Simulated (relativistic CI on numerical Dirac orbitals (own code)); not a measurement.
## Sc3+: computed level list

Method of calculation: Dirac-Coulomb-Breit CI, separate exchange-only KLI orbitals for each configuration, a model potential for QED, valence Slater integrals scaled by 0.85, P86 correlation energy added to each configuration (own radial code, finite nucleus).

Configuration list (outside the closed core [Ne]): 3s2 3p6, 3s2 3p5 3d, 3s 3p6 3d, 3s2 3p5 4s, 3s2 3p5 4p, 3s2 3p5 4d, 3s2 3p5 5s, 3s2 3p5 5p, 3s2 3p5 4f, 3s2 3p5 5d, 3s2 3p5 6s, 3s2 3p5 5f, 3s2 3p5 6p, 3s2 3p5 5g, 3s2 3p5 6d, 3s 3p6 4s, 3s 3p6 4p, 3s 3p6 4d, 3s 3p6 5s, 3s 3p6 5p, 3s 3p6 4f, 3s 3p6 5d, 3p6 3d2, 3p5 3d3, 3p5 3d2 4s, 3p5 3d2 4p, 3p5 3d2 4d, 3p5 3d2 5s. Double excitations out of closed p, d and f shells are left out; levels of such configurations are missing from the list, as are those of other unlisted configurations, and high levels can miss mixing partners. These lack a partner that the ground configuration has and come out too high: 3s2 3p5 5p, 3s2 3p5 4f, 3s2 3p5 5d, 3s2 3p5 6s, 3s2 3p5 5f.

```
No.  Configuration  Term  J  E (cm⁻¹)    %  Lifetime (s)      jj configuration (%)
  1        3s2 3p6    1S  0         0  100                            closed (100)
  2     3s2 3p5 3d   3P°  0    240746  100                     3p3/2^3 3d3/2 (100)
  3     3s2 3p5 3d   3P°  1    241418  100      2.51e-07        3p3/2^3 3d3/2 (57)
  4     3s2 3p5 3d   3P°  2    242813   99      6.95e-02        3p3/2^3 3d5/2 (48)
  5     3s2 3p5 3d   3F°  4    250490  100                     3p3/2^3 3d5/2 (100)
  6     3s2 3p5 3d   3F°  3    251930   99      1.20e+01        3p3/2^3 3d3/2 (64)
  7     3s2 3p5 3d   3F°  2    253260   99      7.15e+00  3p1/2 3p3/2^4 3d3/2 (65)
  8     3s2 3p5 3d   3D°  3    268063   80      4.51e-01        3p3/2^3 3d5/2 (96)
  9     3s2 3p5 3d   1D°  2    268568   58      1.26e-01        3p3/2^3 3d3/2 (57)
 10     3s2 3p5 3d   3D°  1    269545  100      2.29e-08  3p1/2 3p3/2^4 3d3/2 (50)
 11     3s2 3p5 3d   3D°  2    269866   58      1.48e-01  3p1/2 3p3/2^4 3d5/2 (55)
 12     3s2 3p5 3d   1F°  3    271054   79      1.91e-01  3p1/2 3p3/2^4 3d5/2 (63)
 13     3s2 3p5 4s   3P°  2    335870  100      3.26e-04          3p3/2^3 4s (100)
 14     3s2 3p5 4s   3P°  1    337287   58      3.11e-11           3p3/2^3 4s (81)
 15     3s2 3p5 4s   3P°  0    340175  100      3.22e-04    3p1/2 3p3/2^4 4s (100)
 16     3s2 3p5 4s   3P°  1    340307   39      1.31e-11     3p1/2 3p3/2^4 4s (66)
 17     3s2 3p5 3d   1P°  1    347196   53      2.05e-11        3p3/2^3 3d5/2 (30)
 18     3s2 3p5 4p    3S  1    373199   96      4.86e-10        3p3/2^3 4p3/2 (41)
 19     3s2 3p5 4p    3D  3    380355  100      4.19e-10       3p3/2^3 4p3/2 (100)
 20     3s2 3p5 4p    3D  2    380796   75      4.37e-10        3p3/2^3 4p1/2 (91)
 21     3s2 3p5 4p    3D  1    382522   75      4.37e-10        3p3/2^3 4p1/2 (36)
 22     3s2 3p5 4p    1D  2    384078   48      4.45e-10        3p3/2^3 4p3/2 (91)
 23     3s2 3p5 4p    1P  1    386054   53      4.89e-10  3p1/2 3p3/2^4 4p1/2 (59)
 24     3s2 3p5 4p    3P  2    387012   50      4.31e-10  3p1/2 3p3/2^4 4p3/2 (84)
 25     3s2 3p5 4p    3P  0    387053   98      4.07e-10  3p1/2 3p3/2^4 4p1/2 (53)
 26     3s2 3p5 4p    3P  1    387904   66      4.48e-10  3p1/2 3p3/2^4 4p3/2 (73)
 27     3s2 3p5 4p    1S  0    399818   95      5.51e-10        3p3/2^3 4p3/2 (51)
 28     3s2 3p5 4d   3P°  0    441970   99      5.14e-10        3p3/2^3 4d3/2 (99)
 29     3s2 3p5 4d   3P°  1    442435   96      5.06e-10        3p3/2^3 4d3/2 (66)
 30     3s2 3p5 4d   3P°  2    443356   87      5.21e-10        3p3/2^3 4d5/2 (68)
 31     3s2 3p5 4d   3F°  4    444067  100      5.13e-10       3p3/2^3 4d5/2 (100)
 32     3s2 3p5 4d   3F°  3    444615   69      5.11e-10        3p3/2^3 4d3/2 (97)
 33     3s2 3p5 4d   3F°  2    445819   57      5.08e-10        3p3/2^3 4d3/2 (73)
 34     3s2 3p5 4d   3D°  3    446350   51      5.20e-10        3p3/2^3 4d5/2 (95)
 35     3s2 3p5 4d   3D°  1    448858   92      3.68e-10  3p1/2 3p3/2^4 4d3/2 (37)
 36     3s2 3p5 4d   3F°  2    449452   43      5.08e-10  3p1/2 3p3/2^4 4d3/2 (84)
 37     3s2 3p5 4d   3D°  3    449856   46      5.18e-10  3p1/2 3p3/2^4 4d5/2 (92)
 38     3s2 3p5 4d   3D°  2    449939   53      5.16e-10  3p1/2 3p3/2^4 4d5/2 (80)
 39     3s2 3p5 4d   1P°  1    456731   83      6.82e-11  3p1/2 3p3/2^4 4d3/2 (52)
 40     3s2 3p5 5s   3P°  2    459917   99      5.19e-10           3p3/2^3 5s (99)
 41     3s2 3p5 5s   3P°  1    460968   54      4.01e-10           3p3/2^3 5s (91)
 42     3s2 3p5 5s   3P°  0    464236   99      5.20e-10     3p1/2 3p3/2^4 5s (99)
 43     3s2 3p5 5s   1P°  1    465032   53      3.15e-10     3p1/2 3p3/2^4 5s (94)
 44      3s 3p6 3d    3D  1    472027   67      1.00e-10             3s 3d3/2 (67)
 45      3s 3p6 3d    3D  2    472337   68      9.52e-11             3s 3d3/2 (41)
 46      3s 3p6 3d    3D  3    472841   71      8.74e-11             3s 3d5/2 (71)
 47     3s2 3p5 5p    3S  1    475989   90      6.59e-10        3p3/2^3 5p3/2 (46)
 48     3s2 3p5 5p    3D  3    478417   99      6.76e-10        3p3/2^3 5p3/2 (99)
 49     3s2 3p5 5p    3D  2    478660   60      7.05e-10        3p3/2^3 5p1/2 (95)
 50     3s2 3p5 5p    1P  1    479585   44      7.07e-10        3p3/2^3 5p1/2 (51)
 51     3s2 3p5 5p    3P  2    479909   68      7.10e-10        3p3/2^3 5p3/2 (96)
 52     3s2 3p5 5p    3P  0    482299   91      6.78e-10        3p3/2^3 5p3/2 (62)
 53     3s2 3p5 5p    3D  1    482896   63      5.14e-10  3p1/2 3p3/2^4 5p1/2 (88)
 54     3s2 3p5 5p    3D  2    483323   32      4.70e-10  3p1/2 3p3/2^4 5p3/2 (85)
 55     3s2 3p5 5p    3P  1    483616   65      7.11e-10  3p1/2 3p3/2^4 5p3/2 (84)
 56     3s2 3p5 4f    3G  5    483648  100      1.39e-10       3p3/2^3 4f7/2 (100)
 57     3s2 3p5 4f    3G  4    483840   54      1.40e-10        3p3/2^3 4f5/2 (98)
 58     3s2 3p5 4f    1D  2    484509   66      1.88e-10        3p3/2^3 4f7/2 (52)
 59     3s2 3p5 4f    3G  3    484850   45      1.40e-10        3p3/2^3 4f5/2 (88)
 60     3s2 3p5 4f    3F  4    484934   57      1.40e-10        3p3/2^3 4f7/2 (95)
 61     3s2 3p5 4f    3F  3    486511   44      9.07e-11        3p3/2^3 4f7/2 (74)
 62     3s2 3p5 4f    3F  2    487180   48      7.51e-11        3p3/2^3 4f5/2 (51)
 63     3s2 3p5 4f    3D  1    488205   66      4.57e-11        3p3/2^3 4f5/2 (66)
 64     3s2 3p5 4f    3G  3    488649   55      1.40e-10  3p1/2 3p3/2^4 4f5/2 (94)
 65     3s2 3p5 4f    3F  4    488741   43      1.40e-10  3p1/2 3p3/2^4 4f7/2 (96)
 66     3s2 3p5 5p    1S  0    489035   86      8.36e-10  3p1/2 3p3/2^4 5p1/2 (60)
 67     3s2 3p5 4f    3D  2    490124   43      6.76e-11  3p1/2 3p3/2^4 4f5/2 (75)
 68     3s2 3p5 4f    3D  3    490936   59      5.77e-11  3p1/2 3p3/2^4 4f7/2 (77)
 69      3s 3p6 3d    1D  2    502912   96      3.78e-11             3s 3d5/2 (58)
 70     3s2 3p5 5d   3P°  0    504413   99      1.56e-09        3p3/2^3 5d3/2 (99)
```

Energies count from the lowest computed level; ° marks odd parity; lifetimes are radiative, by E1, M1, E2, M2, E3 decay to levels of this space only; some are left blank where a channel outside the calculation adds to the decay or the decay crosses a small, uncertain gap. Filled j subshells are mostly left out of the jj labels.

The mean weight of the leading LS term, summed over parents, in these 70 levels is 73 %, and that of the leading jj configuration (from the same eigenvectors) 76 %.

Correlation outside the listed configurations is missing or only estimated: errors of thousands of cm⁻¹ between configurations and terms are usual at this charge. Rates and lifetimes follow the computed energies and can be off by large factors. The fine structure of a lone outer electron comes out too small, for d and f at times inverted, and misplaced configurations move strength between like terms. 50 of the 69 excited levels that our extract of the measured tables holds in this range could be paired (the sources list more); they are missed by 6320 cm⁻¹ on average and 60866 at most, and levels without a partner can miss by more.

LS names give the leading component of a level, which can be under half, so a name can repeat, a term be missing and a line seem to break the LS rules.
